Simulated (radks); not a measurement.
The xenon ion Xe9+ is in [Kr] 4d9. All-electron calculation, scalar-relativistic Kohn-Sham, PBE, spin-polarised, spherical densities, finite nucleus; Fermi nuclear charge, rms radius of each element as measured or else 0.836 A^(1/3) + 0.57 fm. Program: a radial shooting solver on a logarithmic mesh with Libxc functionals. Open shells are filled with parallel spins first. One electron is removed from 3d, 4s, 4p, 4d in turn, with full relaxation. Which removal costs least, and what does each cost?

Answer. 4d 204.43 eV; 4p 289.21 eV; 4s 346.74 eV; 3d 823.60 eV. The 4d electron leaves first.
